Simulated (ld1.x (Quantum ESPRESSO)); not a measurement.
## Cutoff test, platinum (Pt), PAW

```
Element                 : platinum (Pt)
Generator               : ld1.x (Quantum ESPRESSO) 7.5
Type                    : PAW
Functional              : Wu–Cohen
Relativity              : scalar-relativistic
Frozen core             : [Kr] 4d10 4f14
Valence charge          : 18
Reference configuration : 5s2 5p6 5d9 6s1 6p0
Partial waves           : 5s (bound): rcut 1.70, rcutus 1.95 bohr; 6s (bound): rcut 1.70, rcutus 1.95 bohr; 5p (bound): rcut 1.45, rcutus 1.80 bohr; 6p (bound, empty): rcut 1.45, rcutus 1.80 bohr; 5d (bound): rcut 1.40, rcutus 1.80 bohr; 5d channel at 3.8 Ry: rcut 1.40, rcutus 1.80 bohr
Local potential         : all-electron potential smoothed inside 1.70 bohr (lloc = -2)
Core correction         : a·sin(br)/r model core inside 1.40 bohr
Augmentation charge     : BESSEL, radius 1.10 bohr
```

The pseudo-atom Hamiltonian at the reference potential is diagonalised in spherical Bessel functions j_l(qr) that vanish at 20 bohr, with q² up to the cutoff. All-electron valence levels (Ry): 5s -7.4886, 6s -0.4191, 5p -4.1190, 6p -0.0562, 5d -0.4528.

Problem. How do the lowest levels (Ry) of each channel move with the cutoff, and are there ghosts?

Solution.

```
cutoff (Ry)     s #1     s #2    s #3     p #1     p #2    p #3     d #1    f #1    f #2  Σ f·Δε (mRy)
          8  -7.4038  -0.2642  0.0221  -3.5795  -0.0176  0.0718  -0.0510  0.1144  0.2424        7179.9
         12  -7.4783  -0.3149  0.0178  -3.9693  -0.0288  0.0665  -0.2666  0.1144  0.2424        2701.4
         18  -7.4879  -0.3830  0.0128  -4.0989  -0.0369  0.0635  -0.4101  0.1144  0.2424         544.3
         25  -7.4882  -0.4146  0.0107  -4.1177  -0.0440  0.0611  -0.4442  0.1144  0.2424          93.1
         40  -7.4886  -0.4189  0.0104  -4.1187  -0.0557  0.0577  -0.4526  0.1144  0.2424           6.4
         50  -7.4886  -0.4192  0.0104  -4.1189  -0.0559  0.0577  -0.4529  0.1144  0.2424           1.8
         60  -7.4886  -0.4192  0.0104  -4.1190  -0.0561  0.0576  -0.4530  0.1144  0.2424           0.9
         80  -7.4886  -0.4192  0.0104  -4.1190  -0.0562  0.0576  -0.4530  0.1144  0.2424           0.3
        400  -7.4886  -0.4193  0.0103  -4.1190  -0.0562  0.0576  -0.4530  0.1144  0.2424           0.0
```

Result: no extra level below or beside the all-electron valence levels (s, p, d, f tested); 10 mRy is reached at 35 Ry and 1 mRy at 60 Ry.

Test run stopped at test 5 of 7 (negative rho), 2 before it not solved.
